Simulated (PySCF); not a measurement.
# Where the electron goes

C4H3NO3.
SMILES with atom numbers: `[O:1]=[C:2]([OH:3])[c:4]1[cH:5][n:6][o:7][cH:8]1` (hydrogens: H9 on O3; H10 on C5; H11 on C8)

Method used: PySCF, TDDFT PBE0/def2-SVPD, vertical, gas phase, core orbitals frozen in the response. The structure is a single GFN2-xTB conformer in the gas phase; no vibrational or solvent corrections. Torsions of this conformer, `[O:1]=[C:2]([OH:3])[c:4]1[cH:5][n:6][o:7][cH:8]1`: O1–C2–C4–C5 180°, H–O3–C2–O1 0°.

Kohn–Sham orbitals with the atoms that hold most of them (Löwdin shares over 4%, at most four atoms; ? is withheld):

```csv
orbital,ε (eV),atoms
HOMO-3,-9.42,"N6 52%, O1 14%, O7 12%, C5 10%"
HOMO-2,-9.41,"C5 29%, O7 25%, N6 18%, C4 13%"
HOMO-1,-8.60,"O1 57%, N6 14%, O3 9%, C2 7%"
HOMO,-8.37,?
LUMO,-1.63,?
LUMO+1,-0.55,"N6 30%, C5 28%, C2 9%, O1 8%"
LUMO+2,0.23,"O3 35%, H9 18%, C2 18%, O1 10%"
```

**Question.** Give the leading atoms of the LUMO.

**Answer.** C8 (bonded to C, O and H) 27%; C2 (bonded to C and 2 O) 17%; O7 (bonded to C and N) 14%; C4 (bonded to 3 C) 14%. By element: carbon 57% or more, oxygen 14% or more.

**Question.** Which atoms hold the HOMO, and with what shares?

**Answer.** C8 (bonded to C, O and H) 25%; C4 (bonded to 3 C) 24%; N6 (bonded to C and O) 24%; O1 (bonded to C) 9%. By element: carbon 48% or more, nitrogen 24%, oxygen 9% or more.

**Question.** The HOMO–LUMO gap is 6.75 eV. Where does the response calculation put the lowest singlet, and from which orbitals?

**Answer.** S1 is at 5.16 eV (f = 0.0001), 1.59 eV below the gap, made of HOMO-1→LUMO (90%). Its leading pair isn't HOMO and LUMO; the energies of that pair differ by 6.97 eV. Without the coupling terms of the response equations the lowest excitation would equal the gap.

**Question.** Give energy, strength and leading configuration of S1 and S2, and follow the Löwdin shares of the leading atoms from the occupied to the empty orbital.

**Answer.** 
- S1 (5.16 eV, f 0.0001), HOMO-1→LUMO (90%): O1 57% → at most 14%, N6 14% → at most 14%, C8 at most 7% → 27%, C2 7% → 17%
- S2 (6.06 eV, f 0.117), HOMO→LUMO (92%): C8 25% → 27%, C4 24% → 14%, C2 at most 9% → 17%

Löwdin shares depend on the basis, the more so with diffuse functions.
